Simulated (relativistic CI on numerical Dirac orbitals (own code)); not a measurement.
## Spin-allowed bands of a d3 ion in an octahedral site, by hand

Problem. Take Δ = 21500 cm⁻¹ and B = 460 cm⁻¹ for a d3 ion in an octahedral site. Calculate the three spin-allowed bands.

Working.
1. The terms of highest spin are 4F (energy 0) and 4P (15B = 6900 cm⁻¹). Here the F term splits into A2 at −1.2Δ = -25800, T2 at −0.2Δ = -4300 and T1 at +0.6Δ = 12900 cm⁻¹.
2. The two T1 states mix through the element 0.4Δ: H = [[12900, 8600], [8600, 6900]], with roots ½(H₁₁ + H₂₂) ∓ ½√[(H₂₂ − H₁₁)² + 4H₁₂²] = ½(19800) ∓ ½(18216) = 792 and 19008 cm⁻¹.
3. The ground term is 4A2 at -25800 cm⁻¹.
4. Bands: 4T2 21500 cm⁻¹ (465 nm), 4T1(F) 26592 cm⁻¹ (376 nm), 4T1(P) 44808 cm⁻¹ (223 nm).

Check. Exact diagonalisation of the whole d3 shell with these parameters gives 4T2 21500, 4T1 26592, 4T1 44808 cm⁻¹. The match is exact, since without spin-orbit coupling no other term has this spin. The ratio of the second band to the first, 1.237, depends on Δ/B = 46.7 alone, which is how a Tanabe-Sugano diagram is read.
